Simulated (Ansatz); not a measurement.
`C#[C][GaH][SH]` + H₂S → `[SH][GaH][SH]` + `C#C` at 700 K and 1 bar (ligand exchange at a Ga–C bond).

Gas-phase electronic energies from Ansatz, PBE0-D4/def2-TZVP geometries. CCSD(T)/CBS adds triple-zeta CCSD(T) − MP2 to the extrapolated MP2 energy (def2 sets, frozen cores). This one scheme is used for every species. For Ga outer-core shells are correlated without core-valence functions, which leaves a few kJ/mol of doubt a bond. Scalar relativity is left out up to krypton. One conformer a species, not always the lowest.

```csv
species,CCSD(T)/CBS energy (Eh),H − E (kJ/mol),S (J/(mol·K))
`C#[C][GaH][SH]`,-2399.59828,155.7,426.7
H₂S,-398.97279,64.8,236.9
`[SH][GaH][SH]`,-2721.36398,125.0,400.9
`C#C`,-77.22717,102.1,244.4
```

H − E and S are ideal-gas, rigid-rotor, harmonic terms from PBE0-D4/def2-TZVP, for one conformer and one mirror image of each species. 1 Eh = 2625.50 kJ/mol, R = 8.31446 J/(mol·K).

By hand: ΔE, ΔH, ΔS and ΔG.

ΔE = (-2721.36398) + (-77.22717) − (-2399.59828) − (-398.97279) = -0.02008 Eh = -52.7 kJ/mol. Δ(H − E) = 125.0 + 102.1 − 155.7 − 64.8 = 6.6, so ΔH = -46.1 kJ/mol. ΔS = 400.9 + 244.4 − 426.7 − 236.9 = -18.3 J/(mol·K). ΔG = -46.1 − 700 × (-18.3)/1000 = -33.3 kJ/mol.

By hand: the equilibrium constant, and the temperature at which ΔG would vanish if ΔH and ΔS stayed fixed.

log₁₀ K = −ΔG/(RT ln 10) = 2.5. ΔG = 0 at ΔH/ΔS = 2519 K, far beyond where these terms or the molecules hold.

ΔH outweighs TΔS. A doubt of 5 kJ/mol in ΔE shifts log₁₀ K by 0.4 here. Other conformers and mirror images would add mixing entropy, several J/(mol·K) or more a flexible species. These are equilibria of isolated gas molecules and say nothing of rates. Largest T1 diagnostic: 0.014 (customary marks: 0.02 for closed shells, 0.045 for open ones).
